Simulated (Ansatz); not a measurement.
Calculated with Ansatz (gas phase, PBE0-D4/def2-TZVP geometries, no zero-point term in ΔE). CCSD(T)/CBS is the MP2 limit (def2-TZVPP, def2-QZVPP) plus CCSD(T) − MP2 in def2-TZVPP, frozen cores. This one scheme is used for every species. DFT in def2-TZVPP. For Ge outer-core shells are correlated without core-valence functions, which leaves a few kJ/mol of doubt a bond. Scalar relativity is left out up to krypton. One conformer a species, not always the lowest.

Consider the formal hydrolysis of a Ge–N bond: `[NH2][Ge][F]` + H₂O → `[OH][Ge][F]` + NH₃.

```
         level  ΔE (kJ/mol)
       ωB97M-V        -29.6
        B2PLYP        -30.2
           PBE        -29.7
CCSD/CBS(def2)        -23.8
```

(1) What does CCSD(T)/CBS give? (Best estimate.)

Largest T1 diagnostic among the species: 0.015.

## Answers

(1) Computed: -24.1 kJ/mol. The listed levels differ from it by -5.5, -6.1, -5.6, 0.3 kJ/mol.

From PBE to PBE0 (25 % exact exchange), in def2-TZVPP and without D4, ΔE moves by +3.3 kJ/mol. Leaving LDA and LC-ωPBE aside and taking each functional with its dispersion term where it has one, the values, not all of them listed here, spread over 8.6 kJ/mol, from B97M-V to PBE-QIDH. LDA lies +5.2 kJ/mol from PBE without D4. At CCSD(T), def2-SVP lies −4.0 kJ/mol from the extrapolated value and def2-TZVPP −2.3 kJ/mol.
